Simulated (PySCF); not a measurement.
## Radial density of P (phosphorus, neutral)

UHF, [Ne] 3s2 3p3, high-spin 4S determinant. Calculation: PySCF 2.14, in aug-cc-pV(T+d)Z with one added diffuse shell each of s, p, d, f type (7s6p5d3f, 71 functions); no relativity, point nucleus.

```json
{"r (bohr)": "0.00136", "4πr²ρ (e/bohr)": "0.04904", "4πr²(ρα − ρβ)": "0.0000"}
{"r (bohr)": "0.00229", "4πr²ρ (e/bohr)": "0.1348", "4πr²(ρα − ρβ)": "0.0000"}
{"r (bohr)": "0.00386", "4πr²ρ (e/bohr)": "0.3640", "4πr²(ρα − ρβ)": "0.0000"}
{"r (bohr)": "0.00649", "4πr²ρ (e/bohr)": "0.9515", "4πr²(ρα − ρβ)": "0.0000"}
{"r (bohr)": "0.0109", "4πr²ρ (e/bohr)": "2.359", "4πr²(ρα − ρβ)": "0.0000"}
{"r (bohr)": "0.0184", "4πr²ρ (e/bohr)": "5.342", "4πr²(ρα − ρβ)": "0.0001"}
{"r (bohr)": "0.0309", "4πr²ρ (e/bohr)": "10.41", "4πr²(ρα − ρβ)": "0.0009"}
{"r (bohr)": "0.0519", "4πr²ρ (e/bohr)": "15.85", "4πr²(ρα − ρβ)": "0.0064"}
{"r (bohr)": "0.0873", "4πr²ρ (e/bohr)": "16.39", "4πr²(ρα − ρβ)": "0.0327"}
{"r (bohr)": "0.147", "4πr²ρ (e/bohr)": "11.54", "4πr²(ρα − ρβ)": "0.1170"}
{"r (bohr)": "0.247", "4πr²ρ (e/bohr)": "12.82", "4πr²(ρα − ρβ)": "0.2414"}
{"r (bohr)": "0.416", "4πr²ρ (e/bohr)": "15.71", "4πr²(ρα − ρβ)": "0.1705"}
{"r (bohr)": "0.699", "4πr²ρ (e/bohr)": "6.772", "4πr²(ρα − ρβ)": "0.0039"}
{"r (bohr)": "1.18", "4πr²ρ (e/bohr)": "2.242", "4πr²(ρα − ρβ)": "0.7690"}
{"r (bohr)": "1.98", "4πr²ρ (e/bohr)": "2.456", "4πr²(ρα − ρβ)": "1.4268"}
{"r (bohr)": "3.33", "4πr²ρ (e/bohr)": "0.6945", "4πr²(ρα − ρβ)": "0.5081"}
{"r (bohr)": "5.60", "4πr²ρ (e/bohr)": "0.03645", "4πr²(ρα − ρβ)": "0.0320"}
{"r (bohr)": "9.41", "4πr²ρ (e/bohr)": "7.252e-05", "4πr²(ρα − ρβ)": "0.0001"}
```
